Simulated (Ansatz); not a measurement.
Molecule: CH₂O, charge 0, multiplicity 1. SMILES: [H]/[O+]=[C-]/[H]
Structure (B3LYP-D3(BJ)/def2-TZVP (Ansatz, a quantum-chemistry and plane-wave program) minimum search):
```xyz
4

C      0.0143    -0.0006    -0.7408
O      0.0072     0.0056     0.5677
H      0.8875     0.2601     0.8874
H     -1.0303    -0.3017    -0.9843
```
Charge 0, spin multiplicity 1.

Quantity: vertical ionisation energy (to the doublet state of charge +1; each state is the SCF solution reached for its spin; for the singlet the Hartree-Fock reference is unstable and T1 is 0.017), in eV. Cores are frozen in the correlated levels unless marked. Open shells are spin-unrestricted. Spin-orbit coupling is left out. Non-relativistic. Basis-set limits of correlation are two-point, X^-3; Hartree-Fock from the larger set.

CCSD(T)/CBS(def2-TZVPPD,def2-QZVPPD) (Ansatz) gives 9.52 eV.

Another calculation gave 9.35 eV. Which level was it?
(A) r2SCAN/def2-TZVPD (Ansatz)
(B) B3LYP/def2-TZVPD (Ansatz)
(C) PBE0/def2-TZVPD (Ansatz)

C, PBE0/def2-TZVPD (Ansatz). The others give 9.51 (B3LYP), 9.21 (r2SCAN) eV.
